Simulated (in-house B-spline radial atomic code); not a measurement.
A fraction x of an electron is moved 3p → 3d in Ti²⁺, starting from [Ar] 3d2 and keeping the highest spin. Computed with a B-spline radial code for spherical atoms: scalar-relativistic (X2C) Hartree-Fock with fractional occupations, spin-polarised, spherical fractional occupations, Fermi nucleus of rms radius 3.5921 fm.

Caution: exact exchange at fractional occupations of open shells leaves self-interaction of up to several eV.

```
    x  E(x) - E(0) (eV)  3p down level (eV)  3d up level (eV)
    0            0.0000             -64.553           -18.252
0.125            5.6841             -63.533           -18.890
 0.25           11.1602             -62.499           -19.528
0.375           16.4265             -61.453           -20.164
  0.5                 ?                   ?                 ?
0.625           26.3251             -59.328           -21.434
 0.75                 ?                   ?                 ?
0.875           35.3710             -57.165           -22.696
    1           39.5721             -56.072           -23.324
```

What belongs in the row x = 0.5?

An energy change of 21.4819 eV; 3p down at -60.395 eV, 3d up at -20.800 eV.

What belongs in the row x = 0.75?

An energy change of 30.9550 eV; 3p down at -58.250 eV, 3d up at -22.066 eV.

Check Janak's theorem between x = 0.125 and 0.25.

The slope of the energy is 43.81 eV; the orbital levels give 43.81 eV (ε of the receiving orbital less ε of the emptying one, averaged over the two points).
